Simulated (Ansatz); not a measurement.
Reaction (cleavage of the B–Si bond): `CB[SiH2]N` + `O=C(O)O` → `CBOC(=O)O` + `N[SiH3]`

Computed with Ansatz on PBE0-D4/def2-TZVP structures; ΔE is electronic, products minus reactants. CCSD(T)/CBS adds triple-zeta CCSD(T) − MP2 to the extrapolated MP2 energy (def2 sets, frozen cores). This one scheme is used for every species. Functionals use def2-TZVPP. One conformer a species, not always the lowest.

`CB[SiH2]N`:

Cartesian coordinates in Å:
```
C 1.480 -1.519 0.138
B 0.065 -0.877 0.184
Si -0.259 1.071 -0.207
N -1.871 1.535 0.200
H 2.326 -0.833 0.067
H 1.494 -2.160 -0.758
H 1.641 -2.212 0.971
H -0.866 -1.609 0.400
H 0.117 1.282 -1.649
H 0.676 1.948 0.559
H -2.181 2.485 0.075
H -2.622 0.888 0.019
```

`O=C(O)O`:

```xyz
6

O    -0.015   -1.099   -0.727
C    -0.001   -0.098   -0.065
O    -0.500    1.080   -0.432
O     0.515    0.015    1.157
H    -0.862    0.957   -1.317
H     0.864   -0.855    1.384
```

`CBOC(=O)O`:

```xyz
11

C    -0.087    1.704    1.119
B     0.386    0.634    0.103
O    -0.365   -0.519   -0.013
C    -0.111   -1.447   -0.952
O     0.466   -1.277   -1.983
O    -0.648   -2.599   -0.551
H    -0.998    1.438    1.656
H     0.709    1.909    1.844
H    -0.247    2.655    0.598
H     1.371    0.739   -0.565
H    -0.478   -3.238   -1.255
```

`N[SiH3]`:

Z-matrix (Å, degrees):
```
Si
N 1 1.720
H 1 1.486 2 107.9
H 1 1.494 2 116.0 3 -120.3
H 1 1.486 2 107.9 3 119.4
H 2 1.007 1 119.6 3 -168.6
H 2 1.007 1 119.6 3 49.2
```

CCSD(T)/CBS gives -141.4 kJ/mol.

Task: Another level gave -143.3 kJ/mol. Which?
A. CCSD(T)/def2-TZVPP
B. ωB97X-V/def2-TZVPP
C. PBE/def2-TZVPP
D. HF/def2-TZVPP

Result: A. CCSD(T)/def2-TZVPP -143.3, PBE -128.0, ωB97X-V -139.3, HF/def2-TZVPP -155.4 kJ/mol.

Largest T1 diagnostic among the species: 0.014.

In def2-TZVPP, CCSD(T) changes the Hartree–Fock value by +12.0 kJ/mol (the triples alone add +0.2 kJ/mol) and MP2 by +8.0 kJ/mol. From PBE to PBE0 (25 % exact exchange), in def2-TZVPP and without D4, ΔE moves by −3.5 kJ/mol.
